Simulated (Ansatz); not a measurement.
The cluster Cu₂Br⁺. The state is a singlet with charge 1. Geometry PBE0-D4/def2-TZVP.

```xyz
3

Cu    1.581    0.687   -0.751
Cu   -1.689   -0.814   -0.152
Br    0.107    0.127    0.903
```

The structure comes from a short search, and lower isomers may exist.

Estimate the orbital energies around the gap (eV) in Ansatz with HF/STO-3G, PBE-D4/def2-SVP, PBE-D4/def2-TZVP, r2SCAN-D4/def2-TZVP, r2SCAN0-D4/def2-TZVP.


```json
{"orbital": "HOMO−5", "HF/STO-3G": "-16.85", "PBE-D4/def2-SVP": "-10.54", "PBE-D4/def2-TZVP": "-11.44", "r2SCAN-D4/def2-TZVP": "-11.51", "r2SCAN0-D4/def2-TZVP": "-13.65"}
{"orbital": "HOMO−4", "HF/STO-3G": "-16.75", "PBE-D4/def2-SVP": "-10.53", "PBE-D4/def2-TZVP": "-11.40", "r2SCAN-D4/def2-TZVP": "-11.48", "r2SCAN0-D4/def2-TZVP": "-13.63"}
{"orbital": "HOMO−3", "HF/STO-3G": "-16.66", "PBE-D4/def2-SVP": "-10.52", "PBE-D4/def2-TZVP": "-11.40", "r2SCAN-D4/def2-TZVP": "-11.47", "r2SCAN0-D4/def2-TZVP": "-13.62"}
{"orbital": "HOMO−2", "HF/STO-3G": "-16.65", "PBE-D4/def2-SVP": "-10.41", "PBE-D4/def2-TZVP": "-11.14", "r2SCAN-D4/def2-TZVP": "-11.15", "r2SCAN0-D4/def2-TZVP": "-12.83"}
{"orbital": "HOMO−1", "HF/STO-3G": "-12.94", "PBE-D4/def2-SVP": "-10.36", "PBE-D4/def2-TZVP": "-11.08", "r2SCAN-D4/def2-TZVP": "-11.10", "r2SCAN0-D4/def2-TZVP": "-12.81"}
{"orbital": "HOMO", "HF/STO-3G": "-12.26", "PBE-D4/def2-SVP": "-10.27", "PBE-D4/def2-TZVP": "-10.98", "r2SCAN-D4/def2-TZVP": "-11.04", "r2SCAN0-D4/def2-TZVP": "-12.64"}
{"orbital": "LUMO", "HF/STO-3G": "-3.54", "PBE-D4/def2-SVP": "-8.18", "PBE-D4/def2-TZVP": "-8.63", "r2SCAN-D4/def2-TZVP": "-8.21", "r2SCAN0-D4/def2-TZVP": "-7.21"}
{"orbital": "LUMO+1", "HF/STO-3G": "-3.03", "PBE-D4/def2-SVP": "-7.70", "PBE-D4/def2-TZVP": "-8.18", "r2SCAN-D4/def2-TZVP": "-7.76", "r2SCAN0-D4/def2-TZVP": "-6.72"}
{"orbital": "LUMO+2", "HF/STO-3G": "-2.53", "PBE-D4/def2-SVP": "-4.17", "PBE-D4/def2-TZVP": "-4.65", "r2SCAN-D4/def2-TZVP": "-4.25", "r2SCAN0-D4/def2-TZVP": "-3.28"}
{"orbital": "LUMO+3", "HF/STO-3G": "-1.83", "PBE-D4/def2-SVP": "-3.40", "PBE-D4/def2-TZVP": "-4.00", "r2SCAN-D4/def2-TZVP": "-3.56", "r2SCAN0-D4/def2-TZVP": "-2.57"}
{"orbital": "LUMO+4", "HF/STO-3G": "1.17", "PBE-D4/def2-SVP": "-3.10", "PBE-D4/def2-TZVP": "-3.81", "r2SCAN-D4/def2-TZVP": "-3.32", "r2SCAN0-D4/def2-TZVP": "-2.48"}
{"orbital": "LUMO+5", "HF/STO-3G": "3.16", "PBE-D4/def2-SVP": "-3.05", "PBE-D4/def2-TZVP": "-3.76", "r2SCAN-D4/def2-TZVP": "-3.30", "r2SCAN0-D4/def2-TZVP": "-2.33"}
```
